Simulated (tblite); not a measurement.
Compound: C₆H₈ClFSi.
Structure used (GFN2-xTB), in Å, numbered top down from 1:
```xyz
17
C6H8ClFSi angstrom
C      2.7982   -0.2820   -0.0136
C      1.7053   -0.1313   -0.4763
C      0.3882    0.0816   -1.0433
C     -0.2282    1.3931   -0.5254
Si    -0.9733    0.9588    1.1723
C     -0.9628   -0.9327    0.8134
Cl     0.2178   -1.7755    1.8515
C     -0.5438   -1.0706   -0.6461
F     -1.6890   -0.9824   -1.4201
H      3.7517   -0.4293    0.3981
H      0.4760    0.0977   -2.1365
H      0.5249    2.1783   -0.5028
H     -1.0093    1.7122   -1.2162
H     -2.3441    1.4403    1.3342
H     -0.1038    1.2492    2.3064
H     -1.9133   -1.4449    0.9602
H     -0.1016   -2.0503   -0.8658
```

Computed with GFN2-xTB (tblite): harmonic, unscaled wavenumbers at the GFN2-xTB geometry, gas phase. Against measured fundamentals such values can be off by several per cent, at times by over 20. Modes of hydrogen on silicon can be 10 to 20 % off. One conformer, not necessarily the lowest.

Harmonic wavenumbers (cm⁻¹): 49.8, 79.5, 127.9, 172.6, 193.7, 208.0, 314.1, 339.8, 400.4, 449.9, 468.0, 500.8, 520.6, 624.7, 648.9, 667.3, 676.8, 701.3, 742.9, 754.4, 791.1, 829.0, 893.9, 974.5, 1005.5, 1039.0, 1098.3, 1113.5, 1155.1, 1177.0, 1214.3, 1251.1, 1267.0, 1280.5, 1306.1, 1458.7, 2289.8, 2293.0, 2323.2, 2916.0, 2920.8, 2972.0, 2990.2, 3019.3, 3398.0.

A = 1250, B = 1154, C = 981.1 MHz; mass 162.007 u (most abundant isotopes); point group C1, symmetry number 1.

Q: What is the zero-point energy?

A: Half the sum of the wavenumbers: 25809 cm⁻¹ = 73.79 kcal/mol.

Q: Entropy at 298.15 K, 1 bar (ideal gas, RRHO, classical rotation)?

A: Translation 41.18, rotation 29.81, vibration 28.17: S = 99.2 cal/(mol K).

Q: And Cp and H(298.15 K) − H(0)?

A: Cp = 40.03 cal/(mol K), of which vibrations give 32.08 (their classical limit is 45 R = 89.4); H(298.15 K) − H(0) = 6.98 kcal/mol without the zero-point energy, 4.61 from vibrations.

Q: What must be added to the electronic energy to get the Gibbs energy at 298.15 K and 1 bar?

A: ZPE + [H(298.15 K) − H(0)] − T·S = 73.79 + 6.98 − 29.56 = 51.21 kcal/mol.

Q: How do the functions run with temperature in this model?

A: 
```csv
T (K),S (cal/(mol K)),Cp (cal/(mol K)),H − H(0) (kcal/mol),G − H(0) (kcal/mol),ln q(vib)
100,69.7,17.9,1.25,-5.72,1.46
200,85.5,29.0,3.59,-13.51,3.87
300,99.4,40.2,7.06,-22.76,6.44
500,124.2,57.1,16.93,-45.20,11.70
800,154.5,71.4,36.43,-87.20,19.18
1000,171.2,77.4,51.34,-119.81,23.73
```

q(vib) and H(0) count from the zero-point level.

Hindered rotation and anharmonicity are outside this model. Other conformers, if any are populated, would add a mixing term that is left out. The structure is chiral; the term R ln 2 for an equal mix with its mirror image is left out.

On Arm Neoverse N1, one thread, no GPU, shared host with 64 logical CPUs at a one-minute load of 60, this took 1.3 s. This covers the Hessian and the dipole derivatives.
